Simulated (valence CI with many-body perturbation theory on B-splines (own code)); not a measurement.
# Au IX: E2, M1 decay

Computed by relativistic CI+MBPT: three valence electrons over a frozen Dirac-Fock core [Xe] 4f14, a basis of 9 s, 9 p, 10 d, 8 f, 5 g, 3 h, 1 i functions for each j, with the one-electron correlation potential Σ1 (screened to all orders), the two-electron term Σ2, the three-electron term Σ3, Breit, model QED; selected single and double excitations, second order for the rest, scaled by the run's own slope (own B-spline code, finite nucleus).

No measured spectrum was set against this ion. As an estimate, terms of the open shell hold to 2 to 4 % of their energy, and close levels can change places; different configurations can be misplaced against each other by 1,000 to 8,000 cm⁻¹. Core correlation moves these levels by up to 15000 cm⁻¹, and in measured spectra 5 to 20 % of such shifts remained as error; rates that hang on mixing are uncertain with them. The list stops below the first excitations out of the core.

Lines 1 to 50 of 120 in falling wavelength, among levels below 344310 cm⁻¹, chosen from the decays that carry over 1 % of a level's rate. Wavelengths and rates use the calculated energies, so an error of 2000 cm⁻¹ moves a line at 28590 Å by 57 % and its rate by three times that or more. Electric multipoles are in the length gauge, E1 and E2 with the static RPA response of the core. Weak lines are less certain than strong ones. Lines between different terms over intervals too small for the method are left out, as are lines whose strength nearly cancels.

Levels are named by their leading jj configuration (3d3/2^4 stands for four electrons in 3d with j = 3/2), which in mixed levels can hold well under half, so a name can repeat and another be missing. Letters in brackets count levels of one name in rising energy.

```tsv
λ vac (Å)	Upper	Lower	Type	A (s⁻¹)	Branch %
28590	(5d3/2^2 5d5/2) J=9/2	(5d3/2^2 5d5/2) J=7/2	M1	5.92e-01	100.0
26610	(5d3/2^2 5d5/2) J=1/2	(5d3/2^2 5d5/2) J=3/2	M1	1.38e+00	6.0
12760	(5d3/2^2 5d5/2) J=7/2	(5d3/2^2 5d5/2) J=5/2	M1	1.42e+01	99.9
10930	(5d3/2 5d5/2^2) J=5/2 [b]	(5d3/2 5d5/2^2) J=3/2 [a]	M1	5.93e+00	3.9
10680	(5d3/2^2 5d5/2) J=3/2	(5d3/2^2 5d5/2) J=5/2	M1	4.79e+00	6.3
9445	(5d3/2 5d5/2^2) J=11/2	(5d3/2 5d5/2^2) J=9/2	M1	7.58e+00	13.4
9000	(5d5/2^3) J=9/2	(5d3/2 5d5/2^2) J=11/2	M1	4.95e+00	1.7
8534	(5d5/2^3) J=3/2	(5d3/2 5d5/2^2) J=5/2 [b]	M1	3.98e+00	1.2
8120	(5d3/2^2 5d5/2) J=5/2	(5d3/2^3) J=3/2	M1	6.41e+01	100.0
7733	(5d3/2 5d5/2^2) J=5/2 [c]	(5d3/2 5d5/2^2) J=3/2 [a]	M1	1.70e+00	1.6
6713	(5d3/2 5d5/2^2) J=5/2 [b]	(5d3/2 5d5/2^2) J=5/2 [a]	M1	2.32e+00	1.5
6662	(5d3/2 5d5/2^2) J=9/2	(5d3/2^2 5d5/2) J=9/2	M1	5.98e+01	53.3
6036	(5d3/2 5d5/2^2) J=7/2 [a]	(5d3/2^2 5d5/2) J=7/2	M1	4.03e+01	20.7
5935	(5d3/2 5d5/2^2) J=5/2 [b]	(5d3/2 5d5/2^2) J=7/2 [a]	M1	4.24e+00	2.8
5883	(5d3/2 5d5/2^2) J=5/2 [a]	(5d3/2^2 5d5/2) J=3/2	M1	4.36e+01	73.9
5403	(5d3/2 5d5/2^2) J=9/2	(5d3/2^2 5d5/2) J=7/2	M1	5.24e+01	46.7
5399	(5d3/2 5d5/2^2) J=5/2 [a]	(5d3/2^2 5d5/2) J=7/2	M1	4.08e+00	6.9
5355	(5d3/2 5d5/2^2) J=5/2 [c]	(5d3/2 5d5/2^2) J=5/2 [a]	M1	3.85e+01	35.9
5320	(5d5/2^3) J=3/2	(5d3/2 5d5/2^2) J=1/2	M1	4.94e+01	14.8
5268	(5d3/2 5d5/2^2) J=3/2 [a]	(5d3/2^2 5d5/2) J=1/2	M1	3.04e+01	8.9
4848	(5d3/2 5d5/2^2) J=3/2 [b]	(5d5/2^3) J=3/2	M1	7.29e+00	1.9
4848	(5d3/2 5d5/2^2) J=5/2 [c]	(5d3/2 5d5/2^2) J=7/2 [a]	M1	6.03e+00	5.6
4791	(5d5/2^3) J=3/2	(5d3/2 5d5/2^2) J=3/2 [a]	M1	8.80e+01	26.4
4749	(5d3/2 5d5/2^2) J=1/2	(5d3/2^2 5d5/2) J=1/2	M1	1.66e+02	93.8
4729	(5d3/2 5d5/2^2) J=7/2 [b]	(5d3/2 5d5/2^2) J=5/2 [a]	M1	2.60e+00	2.6
4613	(5d3/2^2 5d5/2) J=3/2	(5d3/2^3) J=3/2	M1	7.16e+01	93.6
4609	(5d5/2^3) J=9/2	(5d3/2 5d5/2^2) J=9/2	M1	1.24e+02	42.1
4397	(5d3/2 5d5/2^2) J=3/2 [a]	(5d3/2^2 5d5/2) J=3/2	M1	1.70e+02	49.4
4329	(5d3/2 5d5/2^2) J=7/2 [b]	(5d3/2 5d5/2^2) J=7/2 [a]	M1	1.99e+01	19.8
4231	(5d5/2^3) J=9/2	(5d3/2 5d5/2^2) J=7/2 [a]	M1	1.46e+02	49.6
4101	(5d5/2^3) J=5/2	(5d5/2^3) J=3/2	M1	1.14e+01	1.8
4098	(5d3/2 5d5/2^2) J=7/2 [a]	(5d3/2^2 5d5/2) J=5/2	M1	1.54e+02	79.2
4030	(5d3/2 5d5/2^2) J=1/2	(5d3/2^2 5d5/2) J=3/2	M1	4.78e+00	2.7
3932	(5d3/2^2 5d5/2) J=1/2	(5d3/2^3) J=3/2	M1	2.12e+01	91.3
3932	(5d3/2^2 5d5/2) J=1/2	(5d3/2^3) J=3/2	E2	6.25e-01	2.7
3907	(5d3/2 5d5/2^2) J=11/2	(5d3/2^2 5d5/2) J=9/2	M1	4.88e+01	86.5
3794	(5d3/2 5d5/2^2) J=5/2 [a]	(5d3/2^2 5d5/2) J=5/2	M1	6.85e+00	11.6
3758	(5d5/2^3) J=3/2	(5d3/2 5d5/2^2) J=5/2 [a]	M1	9.88e+01	29.7
3501	(5d3/2 5d5/2^2) J=3/2 [b]	(5d3/2 5d5/2^2) J=5/2 [c]	M1	4.21e+01	11.1
3350	(5d5/2^3) J=5/2	(5d3/2 5d5/2^2) J=7/2 [b]	M1	6.59e+01	10.1
3135	(5d3/2 5d5/2^2) J=5/2 [b]	(5d3/2^2 5d5/2) J=3/2	M1	2.97e+01	19.4
3115	(5d3/2 5d5/2^2) J=3/2 [a]	(5d3/2^2 5d5/2) J=5/2	M1	1.13e+02	32.9
3094	(5d5/2^3) J=5/2	(5d3/2 5d5/2^2) J=5/2 [c]	M1	1.78e+02	27.4
3092	(5d3/2 5d5/2^2) J=3/2 [b]	(5d3/2 5d5/2^2) J=5/2 [b]	M1	1.22e+02	32.0
2992	(5d3/2 5d5/2^2) J=5/2 [b]	(5d3/2^2 5d5/2) J=7/2	M1	8.52e+01	55.6
2803	(5d3/2 5d5/2^2) J=5/2 [c]	(5d3/2^2 5d5/2) J=3/2	M1	2.33e+01	21.7
2765	(5d3/2 5d5/2^2) J=7/2 [b]	(5d3/2^2 5d5/2) J=9/2	M1	4.38e+01	43.6
2765	(5d3/2 5d5/2^2) J=7/2 [b]	(5d3/2^2 5d5/2) J=9/2	E2	1.33e+00	1.3
2688	(5d3/2 5d5/2^2) J=5/2 [c]	(5d3/2^2 5d5/2) J=7/2	M1	1.19e+01	11.1
2586	(5d3/2 5d5/2^2) J=5/2 [a]	(5d3/2^3) J=3/2	M1	4.20e+00	7.1
```
